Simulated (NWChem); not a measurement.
System meant: C$_{2}$H$_{2}$BrF; SMILES C=C(F)Br

Here is an NWChem input.

```
start job
memory heap 200 mb stack 900 mb global 1100 mb
geometry units angstroms noautoz
  C     -1.210565     1.633514     0.000000
  C     -0.077866     0.942427     0.000000
  F      1.111551     1.511021     0.000000
  Br     0.030446    -0.931338     0.000000
  H     -2.174056     1.127657     0.000000
  H     -1.165198     2.724322     0.000000
end
basis spherical
  * library def2-svp
end
dft
  odft
  mult 2
  xc xpbe96 cpbe96
  iterations 150
  mulliken
end
task dft energy
```

End of the output:

```
                                 NWChem DFT Module
                                 -----------------

 Summary of "ao basis" -> "ao basis" (spherical)
 ------------------------------------------------------------------------------
       Tag                 Description            Shells   Functions and Types
 ---------------- ------------------------------  ------  ---------------------
 C                          def2-svp                 6       14   3s2p1d
 F                          def2-svp                 6       14   3s2p1d
 Br                         def2-svp                12       32   5s4p3d
 H                          def2-svp                 3        5   2s1p

 Summary of "ao basis" -> "ao basis" (spherical)
 ------------------------------------------------------------------------------
       Tag                 Description            Shells   Functions and Types
 ---------------- ------------------------------  ------  ---------------------
 C                          def2-svp                 6       14   3s2p1d
 F                          def2-svp                 6       14   3s2p1d
 Br                         def2-svp                12       32   5s4p3d
 H                          def2-svp                 3        5   2s1p

      Symmetry analysis of basis
      --------------------------

        a'         60
        a"         24

  number of electrons :                   58
  multiplicity        :                    2
 ------------------------------------------------------------------------
  no. of electrons and multiplicity not compatible                  58
 ------------------------------------------------------------------------
 ------------------------------------------------------------------------
  current input line :
    21: task dft energy
 ------------------------------------------------------------------------
 ------------------------------------------------------------------------
 There is an error in the input file
 ------------------------------------------------------------------------
 For more information see the NWChem manual at https://nwchemgit.github.io

0: no. of electrons and multiplicity not compatible:Received an Error in Communication
```

Question: Can this run be used? If not, why, and what is the fix?

Answer: The input was rejected before any calculation. Cause: the multiplicity doesn't fit the number of electrons (an even count wants an odd multiplicity, and the reverse). This input runs:
```
start job
memory heap 200 mb stack 900 mb global 1100 mb
geometry units angstroms noautoz
  C     -1.210565     1.633514     0.000000
  C     -0.077866     0.942427     0.000000
  F      1.111551     1.511021     0.000000
  Br     0.030446    -0.931338     0.000000
  H     -2.174056     1.127657     0.000000
  H     -1.165198     2.724322     0.000000
end
basis spherical
  C library def2-svp
  F library def2-svp
  Br library def2-svp
  H library def2-svp
end
dft
  xc xpbe96 cpbe96
  iterations 150
  mulliken
end
task dft energy
```
It converges to -2750.35232 Ha (PBE/def2-SVP).
